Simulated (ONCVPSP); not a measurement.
# An all-electron radial function and its pseudo partner (Fe (Z = 26))

Columns: radius, all-electron u(r) and pseudo u(r) of the 3d shell (level -20.70 eV) of iron in the configuration [Ne] 3s2 3p6 3d6 4s0.5; PBEsol, scalar-relativistic, ONCV scheme, ONCVPSP 4.0.1.

```json
{"r (bohr)": "0.075", "all-electron": "0.0361", "pseudo": "0.0040"}
{"r (bohr)": "0.150", "all-electron": "0.1672", "pseudo": "0.0303"}
{"r (bohr)": "0.225", "all-electron": "0.3463", "pseudo": "0.0953"}
{"r (bohr)": "0.300", "all-electron": "0.5241", "pseudo": "0.2050"}
{"r (bohr)": "0.375", "all-electron": "0.6742", "pseudo": "0.3539"}
{"r (bohr)": "0.450", "all-electron": "0.7882", "pseudo": "0.5267"}
{"r (bohr)": "0.525", "all-electron": "0.8660", "pseudo": "0.7018"}
{"r (bohr)": "0.600", "all-electron": "0.9118", "pseudo": "0.8569"}
{"r (bohr)": "0.675", "all-electron": "0.9315", "pseudo": "0.9732"}
{"r (bohr)": "0.750", "all-electron": "0.9314", "pseudo": "1.0410"}
{"r (bohr)": "0.825", "all-electron": "0.9169", "pseudo": "1.0597"}
{"r (bohr)": "0.900", "all-electron": "0.8924", "pseudo": "1.0369"}
{"r (bohr)": "0.975", "all-electron": "0.8613", "pseudo": "0.9847"}
{"r (bohr)": "1.050", "all-electron": "0.8258", "pseudo": "0.9167"}
{"r (bohr)": "1.125", "all-electron": "0.7881", "pseudo": "0.8450"}
{"r (bohr)": "1.200", "all-electron": "0.7492", "pseudo": "0.7784"}
{"r (bohr)": "1.275", "all-electron": "0.7101", "pseudo": "0.7213"}
{"r (bohr)": "1.350", "all-electron": "0.6715", "pseudo": "0.6741"}
{"r (bohr)": "1.425", "all-electron": "0.6337", "pseudo": "0.6339"}
{"r (bohr)": "1.500", "all-electron": "0.5972", "pseudo": "0.5971"}
{"r (bohr)": "1.575", "all-electron": "0.5620", "pseudo": "0.5620"}
{"r (bohr)": "1.650", "all-electron": "0.5284", "pseudo": "0.5283"}
{"r (bohr)": "1.725", "all-electron": "0.4963", "pseudo": "0.4962"}
{"r (bohr)": "1.800", "all-electron": "0.4657", "pseudo": "0.4657"}
{"r (bohr)": "1.875", "all-electron": "0.4368", "pseudo": "0.4367"}
{"r (bohr)": "1.950", "all-electron": "0.4093", "pseudo": "0.4093"}
```

(1) How many radial nodes do the two functions have?

(2) At about which radius was the pseudo-wave matched?

(3) Is the pseudo-wave norm-conserving?

Results:

(1) The all-electron 3d function has n − l − 1 = 0; the pseudo-wave has 0.

(2) 1.50 bohr, where the columns begin to agree (steps of 0.07 bohr).

(3) Yes: the ONCV scheme keeps the norm inside the radius equal to the all-electron one, which fixes the energy derivative of the logarithmic derivative at the level.
